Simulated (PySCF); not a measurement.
## How methods differ on the excitation energy of Si⁺

Si⁺ [Ne] 3s2 3p1 (2P) → Si⁺ [Ne] 3s1 3p1 3d1 (high-spin determinant), as a difference of total energies. Calculation: PySCF 2.14, in aug-cc-pwCVDZ (6s5p3d, 36 functions); no relativity, point nucleus. Correlated levels: valence: [Ne] frozen. The calculations carry no spin-orbit coupling.

```tsv
method	excitation energy (eV)
UHF	13.863
MP2 (valence)	14.682
SCS-MP2 (valence)	14.927
CCSD (valence)	14.423
CCSD(T) (valence)	14.271
CCSDT (valence)	15.566
```

Question: How much does correlation contribute at CCSD(T) (valence)?

Answer: 14.271 − (13.863) = 0.408 eV, measured against UHF.

The promoted electron is Rydberg-like, and one or two diffuse shells describe it only roughly, which tends to raise the upper state.

The coupled-cluster amplitudes are large for the upper state (T1 above 0.03 or a double amplitude above 0.15), so a single reference is strained.

The determinant of the upper state mixes LS terms, which raises its energy above the lowest term, most at the Hartree-Fock and MP2 levels.
